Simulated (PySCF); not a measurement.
## Hf(NH2)4: from a saddle point downhill

PySCF 2.14.0, RKS PBE0, Hf def2-SVP with ECP60, N def2-SVP, H def2-SVP; non-relativistic Hamiltonian with scalar-relativistic core potentials where named; density fitting; no spin-orbit coupling. Relaxed within the symmetry of its start, the geometry (D2d) is

```xyz
13

Hf    0.0000    0.0000    0.0000
N     1.0674    1.2421    1.2421
H     1.4783    0.9738    2.1343
H     1.4783    2.1343    0.9738
N    -1.0674   -1.2421    1.2421
H    -1.4783   -0.9738    2.1343
H    -1.4783   -2.1343    0.9738
N     1.0674   -1.2421   -1.2421
H     1.4783   -2.1343   -0.9738
H     1.4783   -0.9738   -2.1343
N    -1.0674    1.2421   -1.2421
H    -1.4783    2.1343   -0.9738
H    -1.4783    0.9738   -2.1343
```

and its lowest harmonic modes are -240, -88, -88, 140, 144, 154 cm⁻¹ (negative: unstable). It was moved along the lowest mode and relaxed again, within the group S4 that the move left.

**Question.** Where does it end, and how much lower?

**Answer.** In S4, 0.176 eV lower, after 19 steps:
```xyz
13

Hf    0.0000    0.0000    0.0000
N     1.2037    1.2221    1.1224
H     2.0513    0.9043    1.5896
H     1.1211    2.2238    1.2762
N    -1.2037   -1.1224    1.2221
H    -1.1211   -1.2762    2.2238
H    -2.0513   -1.5895    0.9043
N     1.2037   -1.2221   -1.1224
H     1.1211   -2.2238   -1.2762
H     2.0513   -0.9043   -1.5896
N    -1.2037    1.1224   -1.2221
H    -2.0513    1.5895   -0.9043
H    -1.1211    1.2762   -2.2238
```

**Question.** How do the contacts change?

**Answer.** 
```json
{"contact": "Hf1–N2 (NH2)", "saddle (Å)": "2.056", "end (Å)": "2.050"}
{"contact": "Hf1–N5 (NH2)", "saddle (Å)": "2.056", "end (Å)": "2.050"}
{"contact": "Hf1–N8 (NH2)", "saddle (Å)": "2.056", "end (Å)": "2.050"}
{"contact": "Hf1–N11 (NH2)", "saddle (Å)": "2.056", "end (Å)": "2.050"}
```


**Question.** Is the end a minimum?

**Answer.** Yes; lowest modes 109, 109, 136, 145, 150, 191 cm⁻¹.

State: singlet.
